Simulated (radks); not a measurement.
Removal energies from the vanadium ion V4+, [Ar] 3d1, by Delta-SCF beside the eigenvalue of the level emptied. Method: scalar-relativistic Kohn-Sham, r2SCAN, spin-polarised, spherical densities, finite nucleus; meta-GGA in the generalised Kohn-Sham scheme; Fermi nuclear charge, rms radius of each element as measured or else 0.836 A^(1/3) + 0.57 fm; computed with a radial shooting solver on a logarithmic mesh with Libxc functionals. Open shells are filled with parallel spins first.

removed from       final configuration  Delta-SCF (eV)  -eigenvalue (eV)
3d                                [Ar]          64.906            55.347
3p                    [Ne] 3s2 3p5 3d1          106.61            96.661
3s                    [Ne] 3s1 3p6 3d1          134.99            124.72
2p            [He] 2s2 2p5 3s2 3p6 3d1          594.01            565.09
